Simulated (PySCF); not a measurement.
Computed with PySCF with B3LYP-D3(BJ)/def2-TZVP // PBE0-D3(BJ)/def2-TZVP. All species are isolated molecules in the gas phase. B3LYP has the VWN-RPA correlation part, as in Gaussian. 

Reference species (SMILES): `[F][Al][F]` (neutral, multiplicity 2).

The dipole moment is 1.87 D.

Changed species: `[F][Al][Br]` (radical fragment; the reference has radical fragment).

Question: What does the change do to the dipole moment?

Answer: the dipole moment falls by 0.22 D, to 1.65 D.
